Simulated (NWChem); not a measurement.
Everything below was run with NWChem. System: CH$_{3}$Si, charge 0, spin multiplicity 2, at a geometry optimised with UPBE0/def2-SVP. The structure started from a generated list of species. Its SCF solution wasn't tested for a lower state. Level: UB3LYP/def2-TZVP, VWN1-RPA local correlation.

NWChem printed:

```
             Northwest Computational Chemistry Package (NWChem) 7.3.0
             --------------------------------------------------------

                                NWChem Input Module
                                -------------------

 Scaling coordinates for geometry "geometry" by  1.889725989
 (inverse scale =  0.529177249)

 Turning off AUTOSYM since
 SYMMETRY directive was detected!

                             Geometry "geometry" -> ""
                             -------------------------

 Output coordinates in angstroms (scale by  1.889725989 to convert to a.u.)

  No.       Tag          Charge          X              Y              Z
 ---- ---------------- ---------- -------------- -------------- --------------
    1 C                    6.0000     1.10055300    -0.08666100     0.00000000
    2 Si                  14.0000    -0.79374300     0.04615700     0.00000000
    3 H                    1.0000     1.53748400    -0.54985400     0.90079100
    4 H                    1.0000     1.43411200     0.97347900     0.00000000
    5 H                    1.0000     1.53748400    -0.54985400    -0.90079100

 Effective nuclear repulsion energy (a.u.)      41.7492891981

            Nuclear Dipole moment (a.u.)
            ----------------------------
        X                 Y               Z
 ---------------- ---------------- ----------------
    -0.0000075589     0.0000056692     0.0000000000

      Symmetry information
      --------------------

 Group name             Cs
 Group number              2
 Group order               2
 No. of unique centers     4

      Symmetry unique atoms

     1    2    3    4


 Summary of "ao basis" -> "" (spherical)
 ------------------------------------------------------------------------------
       Tag                 Description            Shells   Functions and Types
 ---------------- ------------------------------  ------  ---------------------
 *                         def2-tzvp                  on all atoms

                                 NWChem DFT Module
                                 -----------------

 Summary of "ao basis" -> "ao basis" (spherical)
 ------------------------------------------------------------------------------
       Tag                 Description            Shells   Functions and Types
 ---------------- ------------------------------  ------  ---------------------
 C                         def2-tzvp                11       31   5s3p2d1f
[...]
    45      0.176287  2 Si pz                39     -0.158534  2 Si pz
    71     -0.152292  3 H  s                 83      0.152292  5 H  s
    42     -0.076327  2 Si pz                70     -0.075619  3 H  s
    82      0.075619  5 H  s                 69     -0.044110  3 H  s

 Vector   14  Occ=0.000000D+00  E= 2.510749D-02  Symmetry=a'
              MO Center=  4.6D-01,  9.4D-02,  1.4D-13, r^2= 7.1D+00
   Bfn.  Coefficient  Atom+Function         Bfn.  Coefficient  Atom+Function
  ----- ------------  ---------------      ----- ------------  ---------------
     5      4.343092  1 C  s                 36     -1.671787  2 Si s
    77     -1.418135  4 H  s                 49     -1.272317  2 Si px
    71     -1.134612  3 H  s                 83     -1.134612  5 H  s
    46     -0.414273  2 Si px                12     -0.314679  1 C  px
    13      0.254356  1 C  py                 3      0.245785  1 C  s

   alpha - beta orbital overlaps
   -----------------------------

   alpha      1      2      3      4      5      6      7      8      9     10
    beta      1      2      3      4      6      5      7      8      9     10
 overlap   1.000  1.000  1.000  1.000  1.000  1.000  1.000  0.986  0.999  0.989

   alpha     11     12     13     14     15     16     17     18     19     20
    beta     11     13     12     14     15     17     16     18     19     20
 overlap   0.996  0.994  1.000  0.996  0.977  0.997  0.983  0.826  0.788  0.838

   alpha     21     22     23     24     25     26     27     28     29     30
    beta     23     21     22     25     24     26     27     28     29     30
 overlap   0.845  0.993  0.972  0.990  0.951  0.974  0.998  0.992  0.999  1.000

   alpha     31     32     33     34     35     36     37     38     39     40
    beta     31     32     33     34     35     36     37     38     40     39
 overlap   0.999  0.999  0.999  0.999  0.999  0.999  0.995  0.998  1.000  0.955

   alpha     41     42     43     44     45     46     47     48     49     50
    beta     41     43     44     42     45     47     46     49     48     50
 overlap   0.944  0.734  0.982  0.734  0.956  0.998  0.958  0.997  0.998  0.995

   alpha     51     52     53     54     55     56     57     58     59     60
    beta     52     51     53     54     55     56     57     58     59     60
 overlap   0.999  0.999  1.000  1.000  1.000  1.000  1.000  1.000  1.000  1.000

   alpha     61     62     63     64     65     66     67     68     69     70
    beta     61     62     63     64     65     66     67     68     69     70
 overlap   1.000  1.000  0.993  0.993  1.000  1.000  1.000  1.000  1.000  1.000

   alpha     71     72     73     74     75     76     77     78     79     80
    beta     71     72     73     74     75     76     77     78     79     80
 overlap   1.000  1.000  1.000  1.000  1.000  1.000  1.000  1.000  1.000  1.000

   alpha     81     82     83     84     85     86
    beta     81     82     83     84     85     86
 overlap   1.000  1.000  1.000  1.000  1.000  1.000

     --------------------------
     Expectation value of S2:
     --------------------------
      <S2> =      0.7554 (Exact =     0.7500)

 center of mass
 --------------
 x =  -0.19580421 y =   0.00545741 z =   0.00000000

 moments of inertia (a.u.)
 ------------------
          11.960929235157           8.762069748168           0.000000000000
           8.762069748168         143.457584994696           0.000000000000
           0.000000000000           0.000000000000         143.737222588691

     Multipole analysis of the density
     ---------------------------------

     L   x y z        total         alpha         beta         nuclear
     -   - - -        -----         -----         ----         -------
     0   0 0 0     -0.000000    -12.000000    -11.000000     23.000000

     1   1 0 0      0.421852      0.901293     -0.479433     -0.000008
     1   0 1 0     -0.030490     -0.056641      0.026145      0.000006
     1   0 0 1      0.000000     -0.000000      0.000000      0.000000

     2   2 0 0    -17.337338    -51.555839    -47.459182     81.677683
     2   1 1 0      0.406945      2.820849      2.513704     -4.927607
     2   1 0 1     -0.000000      0.000000     -0.000000      0.000000
     2   0 2 0    -13.833664    -10.658599     -8.986000      5.810934
     2   0 1 1      0.000000      0.000000     -0.000000      0.000000
     2   0 0 2    -16.956516    -14.176846     -8.574968      5.795298

 Task  times  cpu:        4.0s     wall:        4.0s

 Total times  cpu:        4.1s     wall:        4.1s
```

Write an NWChem input that would produce this output.

One answer among several that fit: 
```
start mol
memory heap 200 mb stack 900 mb global 1100 mb
geometry units angstroms nocenter noautoz
  C      1.100553    -0.086661     0.000000
  Si    -0.793743     0.046157     0.000000
  H      1.537484    -0.549854     0.900791
  H      1.434112     0.973479     0.000000
  H      1.537484    -0.549854    -0.900791
  symmetry group Cs
end
basis spherical
  * library def2-tzvp
end
dft
  xc b3lyp
  odft
  mult 2
  semidirect memsize 60000000 filesize 0
  iterations 100
end
task dft energy
```
